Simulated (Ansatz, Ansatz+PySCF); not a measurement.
```yaml
atoms:
  - { symbol: C, position_ang: [0.0000, 0.0000, 0.0000] }
  - { symbol: C, position_ang: [1.2124, 0.7000, 0.0000] }
  - { symbol: C, position_ang: [2.4249, 0.0000, 0.0000] }
  - { symbol: C, position_ang: [3.6373, 0.7000, 0.0000] }
  - { symbol: C, position_ang: [4.8497, 0.0000, 0.0000] }
  - { symbol: C, position_ang: [6.0622, 0.7000, 0.0000] }
  - { symbol: C, position_ang: [7.2746, 0.0000, 0.0000] }
  - { symbol: C, position_ang: [8.4870, 0.7000, 0.0000] }
  - { symbol: C, position_ang: [9.6995, 0.0000, 0.0000] }
  - { symbol: H, position_ang: [0.0000, -1.0900, 0.0000] }
  - { symbol: H, position_ang: [-0.9440, 0.5450, 0.0000] }
  - { symbol: H, position_ang: [1.2124, 1.7900, 0.0000] }
  - { symbol: H, position_ang: [2.4249, -1.0900, 0.0000] }
  - { symbol: H, position_ang: [3.6373, 1.7900, 0.0000] }
  - { symbol: H, position_ang: [4.8497, -1.0900, 0.0000] }
  - { symbol: H, position_ang: [6.0622, 1.7900, 0.0000] }
  - { symbol: H, position_ang: [7.2746, -1.0900, 0.0000] }
  - { symbol: H, position_ang: [8.4870, 1.7900, 0.0000] }
  - { symbol: H, position_ang: [10.6434, 0.5450, 0.0000] }
  - { symbol: H, position_ang: [9.6995, -1.0900, 0.0000] }
```

Basis set: def2-SVP (spherical functions). Charge 0, multiplicity 2.

Computed with Ansatz (development build ahead of 0.2.0); each method stands on the lowest determinant of its kind that the runs found. Restricted functionals stand beside restricted open-shell atoms, which can lie above the unrestricted atoms usual in DFT and then raise those values.

The atomization energy at this shape (free ground-state atoms in the same class of orbitals less the molecule, no zero-point energy) of doublet C9H11:

| method | atomization energy |
| --- | --- |
| ωB97X (restricted open-shell) | 8945.0 kJ/mol |
| PBE0 (restricted open-shell) | 9081.7 kJ/mol |
| UHF | 6853.2 kJ/mol |
| ROHF | 6777.6 kJ/mol |

What does PBE0 (unrestricted) give?

9063.7 kJ/mol. Caution for PBE0 (unrestricted): the unrestricted determinant is spin contaminated. Caution for UHF: the unrestricted determinant is a mixture of spin states. Caution for ROHF: an unrestricted determinant lies well below.

The shape needn't be a minimum at these levels.
